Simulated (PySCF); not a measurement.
Te(Cl)2 cation (Cl2Te), SMILES Cl[Te]Cl (connectivity only; charge and spin as stated), charge +1, multiplicity 2. Coordinates come from a B3LYP-D3(BJ)/def2-TZVP optimisation. The spin state was assumed, not searched. The isomer is the one that the SMILES or the coordinates give; other isomers of the formula were not compared. The def2 effective core potentials stand for the cores of Te; spin–orbit coupling is left out.

The numbers are results of B3LYP-D3(BJ)/def2-TZVP in PySCF, not measurements.

Harmonic wavenumbers (cm⁻¹): 140, 411, 420. Rotational constants (GHz): 5.350, 2.320, 1.618; symmetry number 2.

**Question.** Work out the zero-point energy and the ideal-gas rigid-rotor harmonic-oscillator thermochemistry at 298.15 K and 1 atm.

**Answer.** ZPE = ½ Σ hcν = ½ × 971 cm⁻¹ = 1.39 kcal/mol. H − E(el) = 4.54 kcal/mol. Entropy in cal/(mol K): translation 41.76, rotation 25.80, vibration 4.62, spin 1.38, total 73.55. G − E(el) = -17.39 kcal/mol. Cp = 12.74 cal/(mol K). Modes under 150 cm⁻¹ make the vibrational entropy uncertain.
